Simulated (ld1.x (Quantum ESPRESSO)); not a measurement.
**Hf (Z = 72): variants of one TM potential**

Base potential:

ld1.x (Quantum ESPRESSO) 7.5 input, shortened:

```
&input
   title='Hf', zed=72., rel=1, dft='PZ', iswitch=3,
   config='[Xe] 4f14 5d2 6s2 6p0'
 /
 &inputp
   pseudotype=2, tm=.true., lloc=0,
   nlcc=.true., rcore=0.80
 /
3
5P  2  1   6.00   0.00  1.50  1.50  0.0
5D  3  2   2.00   0.00  2.80  2.80  0.0
5S  1  0   2.00   0.00  1.20  1.20  0.0
 &test
   configts(1)='5s2 5p6 5d2 6s2 6p0'
 /
```

Occupied shells without a wave of their own: 6s. They enter only through the test configuration that unscreens the potential, and ld1.x also counts them in the model core charge.

Cutoffs, loose and tight: the cutoffs (Ry, on a coarse ladder) from which the occupation-weighted sum of valence levels, in a spherical-Bessel basis at the reference potential, stays within 10 and 1 mRy of its value at 400 Ry. They do not see the model core or the augmentation charge, which bear on the density cutoff. Test errors are all-electron minus pseudo excitation energies from the reference, over the configurations 5s2 5p6 5d2 6s1 6p0; 5s2 5p6 5d2 6s0 6p0; 5s2 5p6 5d1 6s0 6p0; 5s2 5p6 5d1 6s2 6p0; 5s2 5p6 5d2 6s0 6p2; 5s2 5p6 5d2 6s0 6p1; 5s2 5p6 5d2 6s1.5 6p0 (two spin-polarised tests are not counted in the largest error). A dash means not determined; rows that change the core or the reference have their own tests.

With those shells counted twice in exchange and correlation these files are broken, and their errors move erratically; no question is asked of them.

| change | outcome | cutoff, loose | cutoff, tight | bound ghosts | largest test error (meV) |
| --- | --- | --- | --- | --- | --- |
| base | generated | 100 Ry | 180 Ry | none | -1281 |
| all radii but the core radius scaled by about 0.77 (s 0.92, p 1.16, d 2.16 bohr) | generated | 180 Ry | 300 Ry | none | -1472 |
| all radii but the core radius scaled by about 0.82 (s 0.98, p 1.22, d 2.30 bohr) | generated | 160 Ry | 260 Ry | none | -1336 |
| all radii but the core radius scaled by about 0.90 (s 1.08, p 1.34, d 2.52 bohr) | generated | 100 Ry | 180 Ry | none | -1236 |
| all radii but the core radius scaled by about 1.06 (s 1.28, p 1.58, d 2.96 bohr) | generated | 90 Ry | 160 Ry | none | -1458 |
| all radii but the core radius scaled by about 1.16 (s 1.40, p 1.74, d 3.26 bohr) | generated, misses its reference levels by 0.24 eV | 80 Ry | 140 Ry | none | -2024 |
| all radii but the core radius scaled by about 1.22 (s 1.46, p 1.84, d 3.42 bohr) | generated, misses its reference levels by 0.29 eV | 70 Ry | 120 Ry | none | -2248 |
| all radii but the core radius scaled by about 1.28 (s 1.54, p 1.92, d 3.60 bohr) | generated, misses its reference levels by 0.43 eV | 70 Ry | 110 Ry | none | -2854 |
| all radii but the core radius scaled by about 1.39 (s 1.68, p 2.08, d 3.90 bohr) | generated, misses its reference levels by 0.90 eV | 50 Ry | 70 Ry | none | -4821 |

Reading the sweep of the scale of all radii but the core radius (base = 1) (base included, trends over the rows without a ghost): The loose cutoff falls from 180 Ry at 0.77 to 50 Ry at 1.39. A larger radius leaves more room for a smooth pseudo-wave, so fewer plane waves are needed; a smaller one forces it to follow the all-electron wave where it bends sharply. The median size of the test errors (rows with all tests solved) is not monotonic: lowest 186.1 meV at 0.9, highest 2215.8 meV at 1.39.
